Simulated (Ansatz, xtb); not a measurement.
**C5H8F2S: 8 structures ranked**

8 gas-phase structures of C5H8F2S, from a drawn sample of its isomers (lower ones may exist). Each was relaxed with GFN2-xTB; where two conformers were screened, the lower at r2SCAN-D4/def2-SVP//GFN2-xTB is listed:

A. `FC[C@@H]1SCC[C@@H]1F`, a singlet
B. `CS[C@@]1(F)CC[C@@H]1F`, a singlet
C. `CCSC(C)=C(F)F`, a singlet
D. `CCC(=S)CC(F)F`, a singlet
E. `CCC1[C@@H](F)S[C@@H]1F`, a singlet
F. `CS/C(C)=C\C(F)F`, a singlet
G. `C[C@@H]1S[C@@H](F)C[C@@H]1F`, a singlet
H. `CC1(SC(F)F)CC1`, a singlet

**Question.** Which do you expect lowest at r2SCAN-D4/def2-SVP//GFN2-xTB, and how would the others follow?

**Answer.** Calculated order at r2SCAN-D4/def2-SVP//GFN2-xTB: G (0.0), A (14.1), D (34.2), F (66.5), E (67.3), C (72.8), H (89.4), B (103.9) kJ/mol. Less than 1 kcal/mol parts F and E, so the order within that pair means little.

Energies above the lowest of each column, in kJ/mol; the last columns are at r2SCAN-D4/def2-SVP geometries and were run for some of them only (a dash: not run or not comparable):

| structure | GFN2-xTB | HF/STO-3G | r2SCAN-D4/def2-SVP//GFN2-xTB | r2SCAN-D4/def2-SVP | CCSD(T)/def2-SVP + ΔMP2/def2-TZVPP |
| --- | --- | --- | --- | --- | --- |
| G | 0.0 | 0.0 | 0.0 | 0.0 | 0.0 |
| A | 8.9 | 18.0 | 14.1 | 11.2 | 7.4 |
| D | 68.1 | 181.1 | 34.2 | 33.2 | 36.3 |
| F | 99.2 | 168.4 | 66.5 | 62.8 | – |
| E | 57.0 | 58.9 | 67.3 | 66.5 | – |
| C | 101.7 | 132.7 | 72.8 | – | – |
| H | 103.7 | 152.7 | 89.4 | – | – |
| B | 82.7 | 92.8 | 103.9 | – | – |

Every level run on G puts it lowest or level with the lowest. Some further structures that were screened fall inside this span and aren't listed. Flexible structures stand in one conformer each, not always the lowest. Frequencies (GFN2-xTB) were run for A, D, G alone. The ΔMP2 step shifts differences by up to 17.7 kJ/mol, which makes them less sure. ΔMP2 is the change of the MP2 energy from the smaller to the larger basis.

Over these structures GFN2-xTB departs from r2SCAN-D4/def2-SVP//GFN2-xTB by 18.3 kJ/mol on average once a common shift is removed. A GFN2-xTB relaxation took about 0.13 s and the r2SCAN-D4/def2-SVP//GFN2-xTB energy about 2.4 s on a shared host (Ansatz 0.2.0, xtb 6.7.1).
